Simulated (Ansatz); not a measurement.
**Question.** Name a neutral molecule of Al, C, S, Si and H with HOMO–LUMO gap (PBE/def2-TZVPP) between 4.00 and 4.30 eV and HOMO energy (PBE0/def2-TZVPP) between -6.95 and -6.65 eV (Ansatz, PBE0-D4/def2-TZVP geometry).

**Answer.** `[AlH2][SiH]1CSC1` (4.21 eV, -6.87 eV); `[AlH2][SiH2]CS[SiH3]` (4.08 eV, -6.89 eV). Other molecules can fit too; these were computed, each in one conformer that needn't be the lowest.
